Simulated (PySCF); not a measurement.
# One molecule, several mistakes: AlB2H4O

All numbers below are calculated, not measured. They come from PySCF 2.14.0, an open-source quantum chemistry program, on an isolated molecule that a program drew, which may never have been made. The molecule is AlB2H4O (charge 0, doublet), drawn as the SMILES string `BO[BH][AlH]`.

Each row is a Hartree-Fock (HF) and frozen-core CCSD(T) single point in the cc-pV(D+d)Z basis, meant for a local HF minimum. Run 1 is clean. Each other run has one planted mistake out of seven kinds, and not every kind appears here: one electron removed, one electron added, multiplicity raised by two, geometry at a saddle point, minimal basis STO-3G, one bond length entered in bohr, all coordinates scaled. The reference is restricted for singlets and unrestricted otherwise, and also for a bond in bohr. Adding or removing an electron swaps singlet and doublet. Electrons count all cores. HOMO and LUMO are orbital energies over both spins, the gradient is its largest component, and the lowest frequency (negative if imaginary) is given only where the gradient is small. Bond lengths are over the 7 bonds as drawn. T1 is the CCSD diagnostic: over 0.02 (restricted) or 0.045 (unrestricted) a single reference is doubtful.

Geometry of the clean run:
```xyz
8
AlB2H4O, angstrom
B    -0.0423    0.0003   -0.0762
O     0.6836   -1.1223    0.1336
B     0.1983   -2.4022    0.3043
Al   -1.9242   -2.8565    0.4186
H     0.5298    1.0395   -0.2352
H    -1.2504   -0.0578   -0.0992
H     1.0501   -3.2425    0.4606
H    -2.7866   -3.2636   -0.8598
```

| run | electrons | basis functions | <S^2> | HOMO (eV) | LUMO (eV) | gradient (hartree/bohr) | lowest frequency (cm^-1) | mean bond (Å) | longest bond (Å) | T1 | HF (hartree) | CCSD(T) (hartree) | mistake |
|---|---|---|---|---|---|---|---|---|---|---|---|---|---|
| 1 | 35 | 85 | 0.776 | -7.67 | 0.86 | 3.5e-05 | 115 | 1.4449 | 2.174 | 0.0196 | -368.49645 | -368.94395 | no fault |
| 2 | 36 | 85 | 0.000 | -0.28 | 6.35 | 3.8e-02 | - | 1.4449 | 2.174 | 0.0315 | -368.47946 | -368.96434 | one electron added |
| 3 | 35 | 85 | 1.305 | -7.70 | 0.66 | 1.2e-02 | - | 1.6476 | 3.014 | 0.0457 | -368.41847 | -368.85718 | one bond length entered in bohr |
| 4 | 35 | 85 | 0.776 | -7.60 | 0.94 | 3.0e-02 | - | 1.4059 | 2.115 | 0.0193 | -368.49113 | -368.93561 | all coordinates scaled |
| 5 | 35 | 28 | 0.771 | -4.06 | 6.80 | 3.1e-02 | - | 1.4449 | 2.174 | 0.0244 | -363.92065 | -364.10582 | ? |

**Which mistake was planted in run 5, and what did it cost?**

It has 28 basis functions where the clean run has 85, with the same electrons and geometry. So the mistake is: minimal basis STO-3G. Subtracting run 1 and multiplying by 627.51 kcal/mol a hartree, the energy moved by 2871.4 kcal/mol in HF and 3036.0 kcal/mol in CCSD(T).

Cautions from the logs. Run 2: T1 is over the limit, so its CCSD(T) energy is less reliable; run 3: T1 is over the limit, so its CCSD(T) energy is less reliable.
